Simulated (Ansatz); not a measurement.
Reactions of C₂H₆OSi, SMILES `OC1C[SiH2]1`.

Program: Ansatz. Geometries: PBE0-D4/def2-TZVP. ΔE: electronic, gas phase. CCSD(T)/CBS is the MP2 limit (def2-TZVPP, def2-QZVPP) plus CCSD(T) − MP2 in def2-TZVPP, frozen cores. This one scheme is used for every species, atoms too. DFT in def2-TZVPP. No spin–orbit coupling; open shells (•) take unrestricted orbitals. Spin–orbit coupling would lower the free atoms: a little for C, O, Si. Each species was taken in one conformer, which may not be the lowest.

| reaction | CCSD(T)/CBS(def2) (kJ/mol) |
| --- | --- |
| `OC1C[SiH2]1` → 2 C• + 6 H• + O• + Si• | 3599 |
| `OC1C[SiH2]1` + H–F → `FC1C[SiH2]1` + H₂O | 5 |
| `OC1C[SiH2]1` → `O=CC[SiH3]` | ? |
| `OC1C[SiH2]1` → `CC(=O)[SiH3]` | -91 |
| `OC1C[SiH2]1` → `C[SiH2]C=O` | -104 |
| `OC1C[SiH2]1` → `[SiH3]C1CO1` | ? |
| `OC1C[SiH2]1` → `C1OC[SiH2]1` | ? |
| `OC1C[SiH2]1` → `C=C[SiH2]O` | -226 |
| `OC1C[SiH2]1` + H₂ → `C1C[SiH2]1` + H₂O | -122 |
| `OC1C[SiH2]1` → `C=C(O)[SiH3]` | -63 |

Question: Fill in the missing values. (Estimate.)

Answer: Ansatz gave: `OC1C[SiH2]1` → `O=CC[SiH3]`: -107.5 kJ/mol; `OC1C[SiH2]1` → `[SiH3]C1CO1`: +6.3 kJ/mol; `OC1C[SiH2]1` → `C1OC[SiH2]1`: -10.0 kJ/mol.

Largest T1 diagnostic: 0.015, for `CC(=O)[SiH3]`.
